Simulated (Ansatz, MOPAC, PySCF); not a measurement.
Breaking a bond: SMILES N[SiH3], singlet. The Si1–N5 bond (Si1 also carries H, H, H; N5 carries H, H) is pulled apart rigidly from the PBE0/def2-TZVP optimised geometry.

Computed with: UKS-B3LYP/6-31G* = PySCF with unrestricted B3LYP/6-31G*, spherical d; PM3, restricted, heats of formation (MOPAC); UKS-LDA (SVWN5)/6-31G* = unrestricted LDA (SVWN5)/6-31G*, spherical d (PySCF); UCCSD(T) = CCSD(T) on UHF/cc-pVTZ, frozen core in Ansatz (a quantum-chemistry and plane-wave program).

Energies relative to the lowest point of each curve near equilibrium, in eV; the last columns give the difference from UCCSD(T):

```tsv
R / Å	UKS-B3LYP/6-31G*	PM3	UKS-LDA (SVWN5)/6-31G*	UCCSD(T)	UKS-B3LYP/6-31G* − UCCSD(T)	PM3 − UCCSD(T)	UKS-LDA (SVWN5)/6-31G* − UCCSD(T)
1.37	3.533	3.421	3.392	3.515	0.018	-0.094	-0.123
1.46	1.689	2.004	1.596	1.659	0.029	0.344	-0.063
1.56	0.570	0.892	0.520	0.546	0.024	0.346	-0.026
1.63	0.181	0.390	0.155	0.166	0.015	0.224	-0.011
1.70	0.015	0.099	0.010	0.012	0.003	0.087	-0.002
1.72	0.000	0.052	0.000	0.000	0.000	0.052	0.000
1.76	0.004	0.000	0.014	0.011	-0.007	-0.011	0.003
1.81	0.062	0.008	0.084	0.078	-0.016	-0.070	0.006
1.87	0.194	0.107	0.229	0.221	-0.026	-0.114	0.008
1.97	0.518	0.419	0.570	0.562	-0.043	-0.142	0.008
2.12	1.135	1.041	1.208	1.204	-0.068	-0.163	0.004
2.31	1.980	1.845	2.070	2.075	-0.095	-0.230	-0.006
2.64	3.308	3.224	3.408	3.496	-0.188	-0.271	-0.087
2.87	3.878	4.109	4.119	4.204	-0.327	-0.095	-0.085
3.06	4.098	4.709	4.508	4.440	-0.342	0.269	0.067
3.43	4.257	5.528	4.913	4.513	-0.256	1.015	0.400
3.86	4.309	6.076	5.109	4.516	-0.207	1.560	0.592
4.22	4.329	6.356	5.183	4.519	-0.191	1.837	0.664
4.64	4.344	6.681	5.226	4.525	-0.181	2.156	0.702
5.26	4.355	6.804	5.251	4.531	-0.176	2.273	0.720
6.09	4.358	7.012	5.258	4.535	-0.176	2.478	0.723
```

UKS-B3LYP/6-31G* is furthest from UCCSD(T) at 3.06 (-0.342 eV, below); its mean absolute difference over the points is 0.114 eV.

PM3 is furthest from UCCSD(T) at 6.09 (2.478 eV, above); its mean absolute difference over the points is 0.659 eV.

UKS-LDA (SVWN5)/6-31G* is furthest from UCCSD(T) at 6.09 (0.723 eV, above); its mean absolute difference over the points is 0.205 eV.

The unrestricted determinant behind UKS-B3LYP/6-31G*, UCCSD(T) is spin-contaminated at 2.64 to 6.09 Å (<S²> up to 1.0, against 0.00 for a pure singlet). The restricted form behind PM3 keeps the bonding electrons paired and can't separate into open-shell fragments. The unrestricted determinant behind UKS-LDA (SVWN5)/6-31G* is spin-contaminated at 2.87 to 6.09 Å (<S²> up to 1.0, against 0.00 for a pure singlet).
